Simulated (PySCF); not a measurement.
PySCF input (M06-2X/def2-TZVPD):

```python
from pyscf import gto, scf, dft

mol = gto.M(
    atom='''
    Sr   -0.11955528   -0.42421036   -0.45772229
    F     0.12207594    1.64112377    0.30935921
    F     0.38271300    0.14998662    1.62324603
    ''',
    basis='def2-tzvpd',
    ecp='def2-tzvp',
    charge=1,
    spin=1,
    verbose=4,
)

mf = dft.UKS(mol, xc='m062x').density_fit(auxbasis='def2-universal-jkfit')
mf.grids.level = 4
mf.conv_tol = 1e-9
mf.max_cycle = 100
mf.max_memory = 1500
mf.kernel()
if not mf.converged:
    mf = mf.newton()
    mf.kernel(mf.make_rdm1())
for _ in range(2):
    mo, _, stable, _ = mf.stability(return_status=True)
    if stable:
        break
    mf.kernel(mf.make_rdm1(mo, mf.mo_occ))
mf.analyze()
```

Output:

```
ECP def2-tzvp not found for  F
PySCF version 2.14.0

[INPUT] verbose = 4
[INPUT] num. atoms = 3
[INPUT] num. electrons = 27
[INPUT] charge = 1
[INPUT] spin (= nelec alpha-beta = 2S) = 1
[INPUT] symmetry False subgroup None
[INPUT] Mole.unit = angstrom
[INPUT] Symbol           X                Y                Z      unit          X                Y                Z       unit  Magmom
[INPUT]  1 Sr    -0.119555280000  -0.424210360000  -0.457722290000 AA   -0.225926735946  -0.801641399603  -0.864969769209 Bohr   0.0
[INPUT]  2 F      0.122075940000   1.641123770000   0.309359210000 AA    0.230690092999   3.101274461814   0.584604181012 Bohr   0.0
[INPUT]  3 F      0.382713000000   0.149986620000   1.623246030000 AA    0.723222754311   0.283433634149   3.067490429488 Bohr   0.0

nuclear repulsion = 64.360419348977
number of shells = 41
number of NR pGTOs = 163
number of NR cGTOs = 113
basis = def2-tzvpd
ecp = def2-tzvp

******** <class 'pyscf.df.df_jk.DFUKS'> ********
method = DFUKS
initial guess = minao
damping factor = 0
level_shift factor = 0
DIIS = <class 'pyscf.scf.diis.CDIIS'>
diis_start_cycle = 1
diis_space = 8
diis_damp = 0
SCF conv_tol = 1e-09
SCF conv_tol_grad = None
SCF max_cycles = 100
direct_scf = False
number electrons alpha = 14  beta = 13
XC library pyscf.dft.libxc version 7.1.2
    S. Lehtola, C. Steigemann, M. J. T. Oliveira, and M. A. L. Marques,  SoftwareX 7, 1–5 (2018)
XC functionals = m062x
    Y. Zhao and D. G. Truhlar,  Theor. Chem. Acc. 120, 215 (2008)
    Y. Zhao and D. G. Truhlar,  Theor. Chem. Acc. 120, 215 (2008)
radial grids:
    Treutler-Ahlrichs [JCP 102, 346 (1995); DOI:10.1063/1.469408] (M4) radial grids

becke partition: Becke, JCP 88, 2547 (1988); DOI:10.1063/1.454033
pruning grids: <function nwchem_prune>
grids dens level: 4
symmetrized grids: False
atomic radii adjust function: <function treutler_atomic_radii_adjust>
small_rho_cutoff = 0
Set gradient conv threshold to 3.16228e-05
tot grids = 89800
******** <class 'pyscf.df.df.DF'> ********
auxbasis = def2-universal-jkfit
init E= -228.446625233492
  alpha nocc = 14  HOMO = -0.617547633107419  LUMO = -0.271739830641039
  beta  nocc = 13  HOMO = -0.67645041200707  LUMO = -0.617547633107426

WARN: HOMO -0.617547633107419 >= LUMO -0.617547633107426

[...]
  beta  nocc = 13  HOMO = -0.61211487091888  LUMO = -0.326006115821741
  HOMO = -0.612114870919  LUMO = -0.326006115822  gap/eV = 7.78542
Extra cycle  E= -230.11031655095  delta_E= -1.05e-11  |g|= 1.96e-06  |ddm|= 4.35e-06
converged SCF energy = -230.11031655095  <S^2> = 0.7620144  2S+1 = 2.0119785
uhf_internal: lowest eigs of H = [0.11356727 0.15905309 0.19317599]
<class 'pyscf.df.df_jk.DFUKS'> wavefunction is stable in the internal stability analysis
**** SCF Summaries ****
Total Energy =                        -230.110316550950472
Nuclear Repulsion Energy =              64.360419348977018
One-electron Energy =                 -453.206613703266328
Two-electron Energy =                  158.735877803338866
Two-electron Coulomb Energy =          183.643273318947763
DFT Exchange-Correlation Energy =      -24.907395515608894
HOMO-LUMO gap [eV] =                     7.785415778649896
**** MO energy ****
                             alpha | beta                alpha | beta
MO #1   energy= -25.4173015330292  | -25.4014662921729  occ= 1 | 1
MO #2   energy= -25.4172855697671  | -25.4014235503242  occ= 1 | 1
MO #3   energy= -1.92836958175414  | -1.92875156073073  occ= 1 | 1
MO #4   energy= -1.49607664002472  | -1.45183413549221  occ= 1 | 1
MO #5   energy= -1.45149732155261  | -1.39879258050046  occ= 1 | 1
MO #6   energy= -1.19481909071649  | -1.19513383041245  occ= 1 | 1
MO #7   energy= -1.18918574232642  | -1.18868185158378  occ= 1 | 1
MO #8   energy= -1.18091044391282  | -1.17906836433397  occ= 1 | 1
MO #9   energy= -0.771459374495763 | -0.671781031350798 occ= 1 | 1
MO #10  energy= -0.696207256068009 | -0.669593270534938 occ= 1 | 1
MO #11  energy= -0.69372105407814  | -0.653340041374977 occ= 1 | 1
MO #12  energy= -0.679443586966374 | -0.63553280666156  occ= 1 | 1
MO #13  energy= -0.662614573570628 | -0.61211487091888  occ= 1 | 1
MO #14  energy= -0.659781653638011 | -0.326006115821741 occ= 1 | 0
MO #15  energy= -0.243313489698989 | -0.242092925321427 occ= 0 | 0
MO #16  energy= -0.178869700859155 | -0.179180988820852 occ= 0 | 0
MO #17  energy= -0.175274106560502 | -0.17429227352343  occ= 0 | 0
MO #18  energy= -0.173284936214295 | -0.171837708138371 occ= 0 | 0
MO #19  energy= -0.170769652549597 | -0.16929019829219  occ= 0 | 0
MO #20  energy= -0.168197050363774 | -0.164862642981642 occ= 0 | 0
MO #21  energy= -0.130928052133338 | -0.128879944815378 occ= 0 | 0
MO #22  energy= -0.0986932791233506 | -0.0968116309286355 occ= 0 | 0
MO #23  energy= -0.0783960114674521 | -0.0798846786277725 occ= 0 | 0
MO #24  energy= -0.0650757363283733 | -0.0653345645396819 occ= 0 | 0
MO #25  energy= -0.0389230961390195 | -0.0414517547705791 occ= 0 | 0
MO #26  energy= -0.0387086042213051 | -0.0410093141531362 occ= 0 | 0
MO #27  energy= -0.0384116244058526 | -0.0409519715046825 occ= 0 | 0
MO #28  energy= -0.0313146419983398 | -0.0329187206532765 occ= 0 | 0
MO #29  energy= -0.0311810893226283 | -0.0309332088266251 occ= 0 | 0
MO #30  energy= -0.0163695664518703 | -0.0159874032310904 occ= 0 | 0
MO #31  energy= -0.00340164075225921 | -0.00151765556730327 occ= 0 | 0
MO #32  energy= 0.0293298686821783 | 0.0281099544179216 occ= 0 | 0
MO #33  energy= 0.0371888202001162 | 0.037146819826652  occ= 0 | 0
MO #34  energy= 0.0498322302629972 | 0.0498189715688223 occ= 0 | 0
MO #35  energy= 0.0539996345112074 | 0.0542493459304036 occ= 0 | 0
MO #36  energy= 0.054871520991001  | 0.0577480959247884 occ= 0 | 0
MO #37  energy= 0.0654079762585243 | 0.0689870734539015 occ= 0 | 0
MO #38  energy= 0.0926942262337703 | 0.0910750682639264 occ= 0 | 0
MO #39  energy= 0.214783388051455  | 0.218174271861313  occ= 0 | 0
MO #40  energy= 0.232764866551381  | 0.235730485394033  occ= 0 | 0
MO #41  energy= 0.356485359636443  | 0.356469513876444  occ= 0 | 0
MO #42  energy= 0.366392677032285  | 0.368564502276773  occ= 0 | 0
MO #43  energy= 0.371187131379565  | 0.373316580877178  occ= 0 | 0
MO #44  energy= 0.377193980462031  | 0.379515597415721  occ= 0 | 0
MO #45  energy= 0.378897220585914  | 0.381639405867039  occ= 0 | 0
MO #46  energy= 0.381305117275953  | 0.383242775117773  occ= 0 | 0
MO #47  energy= 0.399515946879801  | 0.400303620615919  occ= 0 | 0
MO #48  energy= 0.454676768442458  | 0.45417112782515   occ= 0 | 0
MO #49  energy= 0.459064717727421  | 0.460653217660839  occ= 0 | 0
MO #50  energy= 0.459926780143437  | 0.461591438218862  occ= 0 | 0
MO #51  energy= 0.514282748950823  | 0.51371895864799   occ= 0 | 0
MO #52  energy= 0.532963840909236  | 0.529865444599221  occ= 0 | 0
MO #53  energy= 0.56400693022435   | 0.561906400632353  occ= 0 | 0
MO #54  energy= 0.569077037674661  | 0.566786819044957  occ= 0 | 0
MO #55  energy= 0.589836556028929  | 0.591524973948749  occ= 0 | 0
MO #56  energy= 0.632962528228795  | 0.637120100825105  occ= 0 | 0
MO #57  energy= 0.637323937699384  | 0.642941893424336  occ= 0 | 0
MO #58  energy= 0.702973063455583  | 0.712718869148602  occ= 0 | 0
MO #59  energy= 0.720322823676953  | 0.72149761406501   occ= 0 | 0
MO #60  energy= 0.721236103031729  | 0.734602058591016  occ= 0 | 0
MO #61  energy= 0.734418309481525  | 0.748197573398474  occ= 0 | 0
MO #62  energy= 0.760543976028943  | 0.766695572855854  occ= 0 | 0
MO #63  energy= 0.959430281351436  | 0.965953763882032  occ= 0 | 0
MO #64  energy= 0.961227829451303  | 0.966450007483267  occ= 0 | 0
MO #65  energy= 1.04265654105343   | 1.04530710596188   occ= 0 | 0
MO #66  energy= 1.28561751085383   | 1.29566433768954   occ= 0 | 0
MO #67  energy= 1.31994842351      | 1.32035450602524   occ= 0 | 0
MO #68  energy= 2.11515354617981   | 2.13335255196124   occ= 0 | 0
MO #69  energy= 2.13898934002282   | 2.15775325878239   occ= 0 | 0
MO #70  energy= 2.16167318986596   | 2.17076024383382   occ= 0 | 0
MO #71  energy= 2.16381836706369   | 2.18097936239656   occ= 0 | 0
MO #72  energy= 2.16421627339467   | 2.18442647233511   occ= 0 | 0
MO #73  energy= 2.17616880833675   | 2.1883223488808    occ= 0 | 0
MO #74  energy= 2.18021428098512   | 2.20303618295603   occ= 0 | 0
MO #75  energy= 2.19761956890265   | 2.20815009952194   occ= 0 | 0
MO #76  energy= 2.24957503249715   | 2.26371298997407   occ= 0 | 0
MO #77  energy= 2.38669287546891   | 2.41428860003673   occ= 0 | 0
MO #78  energy= 3.25473632075208   | 3.27519586929657   occ= 0 | 0
MO #79  energy= 3.25567234991671   | 3.2768336892139    occ= 0 | 0
MO #80  energy= 3.2608291738208    | 3.32173671789768   occ= 0 | 0
MO #81  energy= 3.40459472380398   | 3.44167689224746   occ= 0 | 0
MO #82  energy= 3.51999860985512   | 3.56246943336425   occ= 0 | 0
MO #83  energy= 3.53084858861888   | 3.60285775644052   occ= 0 | 0
MO #84  energy= 3.97859375462151   | 4.0216190517275    occ= 0 | 0
MO #85  energy= 3.98634316715413   | 4.03129881487529   occ= 0 | 0
MO #86  energy= 6.72808000089926   | 6.76769323337127   occ= 0 | 0
MO #87  energy= 6.73594593914116   | 6.76847791504292   occ= 0 | 0
MO #88  energy= 6.73655249920388   | 6.77292686029144   occ= 0 | 0
MO #89  energy= 6.74670938160876   | 6.77408018893828   occ= 0 | 0
MO #90  energy= 6.74700472841687   | 6.77471445247325   occ= 0 | 0
MO #91  energy= 6.75014301247476   | 6.77503172402517   occ= 0 | 0
MO #92  energy= 6.75743854685886   | 6.77999101479651   occ= 0 | 0
MO #93  energy= 6.75954762136913   | 6.78134408542768   occ= 0 | 0
MO #94  energy= 6.76233227489383   | 6.78190391751089   occ= 0 | 0
MO #95  energy= 6.76756383768183   | 6.7822150728239    occ= 0 | 0
MO #96  energy= 6.77105560001527   | 6.80560641068259   occ= 0 | 0
MO #97  energy= 6.77677113054674   | 6.81077612633103   occ= 0 | 0
MO #98  energy= 6.79750251685623   | 6.8197639003025    occ= 0 | 0
MO #99  energy= 6.85378576007433   | 6.9008836653729    occ= 0 | 0
MO #100 energy= 8.20384803155653   | 8.30544751705711   occ= 0 | 0
MO #101 energy= 8.26263545128173   | 8.33562723196334   occ= 0 | 0
MO #102 energy= 8.28815535001375   | 8.34104580670174   occ= 0 | 0
MO #103 energy= 8.30665141220392   | 8.34500905909725   occ= 0 | 0
MO #104 energy= 8.30899139998902   | 8.3491770429769    occ= 0 | 0
[...]
```
